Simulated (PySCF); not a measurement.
Compound: C₃H₁₂NPSi₂.
Z-matrix (Å and degrees, GFN2-xTB geometry), rows numbered from 1:
```
Si
N   1  1.7325
Si  2  1.7300  1  129.54
P   3  2.2453  2  104.84  1   179.89
C   3  1.8852  2  110.65  1   -63.49
C   5  1.5033  3  119.72  2   -99.25
C   6  1.4903  5   60.26  3  -109.44
H   1  1.4590  2  106.46  3    24.50
H   1  1.4629  2  106.83  3   144.88
H   1  1.4673  2  110.43  3   -95.10
H   2  1.0077  1  114.76  3   172.55
H   3  1.4764  2  109.80  1    57.06
H   4  1.3822  3   95.01  2   -82.92
H   4  1.3808  3   94.97  2  -175.59
H   5  1.0828  3  115.22  2    45.67
H   6  1.0800  5  118.63  7  -108.66
H   6  1.0828  5  117.70  7   107.91
H   7  1.0803  5  118.48  6   108.58
H   7  1.0807  5  118.21  6  -107.94
```

Method: TDDFT PBE0/def2-SVPD, vertical, gas phase, core orbitals frozen in the response (PySCF 2.14.0, density-fitted response routines).

Kohn–Sham orbitals with the atoms that hold most of them (Löwdin shares over 4%, at most four atoms; ? is withheld):

```json
{"orbital": "HOMO-3", "ε (eV)": "-8.59", "atoms": "C5 31%, C7 26%, C6 12%, P4 6%"}
{"orbital": "HOMO-2", "ε (eV)": "-8.42", "atoms": "C6 28%, C5 21%, C7 14%, Si3 9%"}
{"orbital": "HOMO-1", "ε (eV)": "-7.40", "atoms": "P4 61%, Si3 14%, H13 6%, H14 6%"}
{"orbital": "HOMO", "ε (eV)": "-7.23", "atoms": "?"}
{"orbital": "LUMO", "ε (eV)": "?", "atoms": "?"}
{"orbital": "LUMO+1", "ε (eV)": "0.55", "atoms": "P4 23%, H13 16%, Si3 10%, Si1 9%"}
{"orbital": "LUMO+2", "ε (eV)": "0.59", "atoms": "P4 26%, Si3 16%, H14 11%, Si1 9%"}
```

Task: Which atoms hold the LUMO, and with what shares?

Result: Si1 (bonded to N and 3 H) 20%; P4 (bonded to Si and 2 H) 16%; Si3 (bonded to C, N, P and H) 14%; H11 (bonded to N) 10%. By element: silicon 34%, phosphorus 16%, hydrogen 10% or more.

Task: Give the leading atoms of the HOMO.

Result: N2 (bonded to 2 Si and H) 48%; Si3 (bonded to C, N, P and H) 10%; Si1 (bonded to N and 3 H) 9%; C5 (bonded to 2 C, Si and H) 7%. By element: nitrogen 48%, silicon 19%, carbon 7% or more.

Task: What is the LUMO energy, and the HOMO–LUMO gap?

Result: ε(LUMO) = -0.05 eV; the gap is 7.18 eV (0.2638 hartree).

Task: How does S1 compare with the orbital gap of 7.18 eV?

Result: S1 is at 5.87 eV (f = 0.0036), 1.31 eV below the gap, made of HOMO→LUMO (98%). Without the coupling terms of the response equations the lowest excitation would equal the gap.

Task: One configuration dominates each of S1 and S2. Which, and how do the shares of the two leading atoms of either orbital change from the occupied to the empty one?

Result: 
- S1 (5.87 eV, f 0.0036), HOMO→LUMO (98%): N2 48% → at most 10%, Si3 10% → 14%, Si1 9% → 20%, P4 at most 8% → 16%
- S2 (6.27 eV, f 0.024), HOMO-1→LUMO (73%): P4 61% → 16%, Si3 14% → 14%, Si1 at most 7% → 20%

Löwdin shares depend on the basis, the more so with diffuse functions.

One conformer stands for the species.
